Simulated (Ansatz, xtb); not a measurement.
## A geometry optimisation of F2PSi− with r2SCAN-D4/def2-SVPD

The starting geometry of this gas-phase singlet has its atoms placed at random.

| atom | x (Å) | y (Å) | z (Å) |
| --- | --- | --- | --- |
| F | 0.4216 | -0.0577 | 0.6629 |
| F | -1.5194 | 0.4666 | -0.0514 |
| P | 0.3835 | 1.0081 | -1.2650 |
| Si | -1.0148 | -0.9004 | 0.4180 |

Problem. Guess where an optimisation with r2SCAN-D4/def2-SVPD ends from this start.

Solution. It ends as a structure with F1 bridging P3 and Si4, given below by its coordinates. Distances that change by over a tenth: F1–P3 (2.20 → 1.97 Å), F1–Si4 (1.68 → 1.91 Å), F2–Si4 (1.53 → 1.72 Å). Contacts that close: P3–Si4 (2.90 → 2.24 Å).

The energy falls by 3.55 eV over 11 steps:

```csv
step,E − E(last) (eV)
1,3.551
2,2.154
3,1.116
4,0.410
5,0.105
7,0.010
8,0.006
9,0.002
10,0.000
11,0.000
```

Final geometry (Å):

```yaml
atoms:
  - { symbol: F, position_ang: [0.5577, 0.2031, 0.7135] }
  - { symbol: F, position_ang: [-2.0502, 0.4267, 0.4501] }
  - { symbol: P, position_ang: [0.6533, 0.5603, -1.2250] }
  - { symbol: Si, position_ang: [-0.8900, -0.6735, -0.1740] }
```

From the same start GFN2-xTB ends elsewhere, differing in F1–Si4 (3.01 against 1.91 Å here).

From so rough a start the end depends on the optimiser's path, so another program may land elsewhere. No frequencies were run, so the end isn't proven a minimum. Run with Ansatz 0.2.0, 15 s on 1 thread of Intel(R) Xeon(R) 6975P-C (Granite Rapids), on a shared host.
